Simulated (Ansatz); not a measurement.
Species: C3H6O, SMILES `C=COC` (C–C–O–C torsion 178°) (charge 0, multiplicity 1), formula C3H6O.

Task: How many basis functions does frozen-core CCSD(T)/def2-TZVPP // B3LYP-D3(BJ)/def2-TZVP in Ansatz (a quantum-chemistry and plane-wave program) use, how many core orbitals are frozen, and how many electrons are correlated?

Result: 208 basis functions and 4 frozen orbitals, which leaves 24 correlated electrons. Core time is of the order of seconds.
